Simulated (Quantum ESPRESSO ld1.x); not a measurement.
The run below uses ld1.x (Quantum ESPRESSO 7.5).

```
 &input
    atom='Zn',
    iswitch=1,
    rel=2,
    dft='REVPBE',
    config='[Ar] 3d9 4s2',
    rel_dist='average',
    verbosity='high',
    lsmall=.true.,
    prefix='ld1',
    max_out_wfc=37,
    file_charge='ld1.rho',
 /
```

Command: `OMP_NUM_THREADS=1 ld1.x < ld1.in > ld1.out`

It prints (banner and zero overlaps left out):

```
     Program LD1 v.7.5 starts

     --------------------------- All-electron run ----------------------------

     dirac relativistic calculation

     atomic number is 30.00
     dft =REVPBE   lsd =0 sic =0 latt =0  beta=0.20 tr2=1.0E-14
     Exchange-correlation= REVPBE
                           (   1   4   4   4   0   0   0)
     mesh =2001 r(mesh) =  99.36527 a.u. xmin = -8.00 dx = 0.00800
     1 Ry =  13.60569312 eV, c = 137.03599908

     n l j   nl                  e(Ry)          e(Ha)          e(eV)
     Spin orbit split results
     1 0 0.5 1S 1( 2.00)    -701.268234002    -350.634117001  -9541.2403887
     2 0 0.5 2S 1( 2.00)     -86.436514900     -43.218257450  -1176.0286963
     2 1 0.5 2P 1( 2.00)     -76.255791680     -38.127895840  -1037.5129004
     2 1 1.5 2P 1( 4.00)     -74.501971982     -37.250985991  -1013.6509678
     3 0 0.5 3S 1( 2.00)     -10.757572326      -5.378786163   -146.3642278
     3 1 0.5 3P 1( 2.00)      -7.526959911      -3.763479955   -102.4095067
     3 1 1.5 3P 1( 4.00)      -7.298557671      -3.649278836    -99.3019359
     3 2 1.5 3D 1( 3.60)      -1.945872428      -0.972936214    -26.4749431
     3 2 2.5 3D 1( 5.40)      -1.917431002      -0.958715501    -26.0879778
     4 0 0.5 4S 1( 2.00)      -1.160422866      -0.580211433    -15.7883574
     Averaged results
     1 0     1S 1( 2.00)    -701.268234002    -350.634117001  -9541.2403887
     2 0     2S 1( 2.00)     -86.436514900     -43.218257450  -1176.0286963
     2 1     2P 1( 6.00)     -75.086578548     -37.543289274  -1021.6049454
     3 0     3S 1( 2.00)     -10.757572326      -5.378786163   -146.3642278
     3 1     3P 1( 6.00)      -7.374691751      -3.687345876   -100.3377928
     3 2     3D 1( 9.00)      -1.928807572      -0.964403786    -26.2427639
     4 0     4S 1( 2.00)      -1.160422866      -0.580211433    -15.7883574

     final scf error:  9.4E-15 reached in  33 iterations

     Etot =   -3591.165526 Ry,   -1795.582763 Ha,  -48860.296105 eV

     Ekin =    3658.057558 Ry,    1829.028779 Ha,   49770.408563 eV
     Encl =   -8628.981447 Ry,   -4314.490723 Ha, -117403.273531 eV
     Eh   =    1522.078866 Ry,     761.039433 Ha,   20708.937965 eV
     Exc  =    -142.320504 Ry,     -71.160252 Ha,   -1936.369103 eV

     normalization and overlap integrals

     s(1S/1S) =  1.000000  <r> =   0.0503  <r2> =    0.0034  r(max) =   0.0328
     LC norm =  0.98826511 + SC norm =  0.01173489 =  1.00000000
     s(2S/2S) =  1.000000  <r> =   0.2259  <r2> =    0.0603  r(max) =   0.1892
     LC norm =  0.99776123 + SC norm =  0.00223877 =  1.00000000
     s(2P/2P) =  1.000000  <r> =   0.1959  <r2> =    0.0472  r(max) =   0.1500
     LC norm =  0.99777578 + SC norm =  0.00222422 =  1.00000000
     s(2P/2P) =  1.000000  <r> =   0.1993  <r2> =    0.0487  r(max) =   0.1536
     LC norm =  0.99781542 + SC norm =  0.00218458 =  1.00000000
     s(3S/3S) =  1.000000  <r> =   0.6774  <r2> =    0.5298  r(max) =   0.5891
     LC norm =  0.99949683 + SC norm =  0.00050317 =  1.00000000
     s(3P/3P) =  1.000000  <r> =   0.7001  <r2> =    0.5780  r(max) =   0.5844
     LC norm =  0.99954476 + SC norm =  0.00045524 =  1.00000000
     s(3P/3P) =  1.000000  <r> =   0.7104  <r2> =    0.5952  r(max) =   0.5938
     LC norm =  0.99955521 + SC norm =  0.00044479 =  1.00000000
     s(3D/3D) =  1.000000  <r> =   0.8391  <r2> =    0.9175  r(max) =   0.5570
     LC norm =  0.99968287 + SC norm =  0.00031713 =  1.00000000
     s(3D/3D) =  1.000000  <r> =   0.8449  <r2> =    0.9308  r(max) =   0.5615
     LC norm =  0.99968596 + SC norm =  0.00031404 =  1.00000000
     s(4S/4S) =  1.000000  <r> =   2.2797  <r2> =    5.9712  r(max) =   1.9094
     LC norm =  0.99994565 + SC norm =  0.00005435 =  1.00000000

     LC charge = 28.95222373 + SC charge =  0.04777627 = 29.00000000

     ------------------------ End of All-electron run ------------------------
```

Run on one thread of a shared host, so times are rough (Intel(R) Xeon(R) Processor @ 2.60GHz): 0.72 s of CPU time, 0.74 s wall, 33 iterations on 2001 mesh points.
